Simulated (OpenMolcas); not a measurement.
# Zn: CASPT2 settings compared

```yaml
Program: OpenMolcas 26.06
Basis: ANO-L-VQZP [7s6p4d3f2g]
Scalar_Hamiltonian: non-relativistic, point nucleus
Active_space: 2 electrons in 4 orbitals (4s 4p)
State_averaging: 2S+1 = 3 even, 3 roots (0 in the spin-orbit step); 2S+1 = 1 even, 1 root; 2S+1 = 3 odd, 3 roots; 2S+1 = 1 odd, 3 roots
Spin-orbit_coupling: RASSI with atomic mean-field integrals over the reference wave functions, term energies averaged over their components
```

Methods on the same reference wave functions:
A. CASSCF
B. SS-CASPT2, IPEA 0.5 Eh, imaginary shift 0.2 Eh (closed shells correlated: 3d)
C. SS-CASPT2, IPEA 0.15 Eh, imaginary shift 0.05 Eh (closed shells correlated: none)
D. SS-CASPT2, IPEA 0.4 Eh, no level shift (closed shells correlated: 3d)

Energies in cm⁻¹ above 4s² ¹S₀, the measured ground level; measured values from NIST Handbook of Basic Atomic Spectroscopic Data.

```csv
Level,A,B,C,D,Measured
4s² ¹S₀,0.0,0.0,0.0,0.0,0.0
4s 4p ³P°₀,27931,30684,27615,30628,32311
4s 4p ³P°₁,28081,30834,27764,30777,32501
4s 4p ³P°₂,28383,31135,28066,31079,32890
4s 4p ¹P°₁,47800,48027,45600,47882,46745
```

Deviations, from unrounded energies. A percentage is the sum of absolute deviations over the sum of measured energies, with the sign that they share, or ± where signs differ.

| Against measurement | Levels | A | B | C | D |
| --- | --- | --- | --- | --- | --- |
| mean absolute deviation (cm-1) | 4 | 3600 | 1600 | 3900 | 1600 |
| other configurations (%) | 4 | ±9.9 | ±4.4 | -10.7 | ±4.4 |

B, D lie about equally close to measurement and C furthest from it. The largest miss of B in the table is 4s 4p ³P°₂, by -1800 cm-1. The ranking rests on the paired levels alone, and a cruder setting can come out closer through cancelling errors.

Among B to D the level of the table that moves most is 4s 4p ³P°₀, by 3100 cm-1 (lowest in C, highest in B).

The lowest spin-free term lies below A's lowest term by 0.516 hartree in B, 0.002 hartree in C, 0.516 hartree in D.

Some high roots are left out of the spin-orbit mixing, which shifts the levels that they would mix with. Without dynamic correlation excited terms often stand tens of per cent too high (terms of higher spin than the ground term too low), and those without a measured partner can miss by more than the paired ones (holds for A). Computed and measured levels are paired by configuration, term and J; levels that our copy of the source lacks, or whose pairing is in doubt (as where it misses far off the trend of its configuration), stay unpaired and out of the deviations. Only configurations of the active space appear.

° marks odd parity.
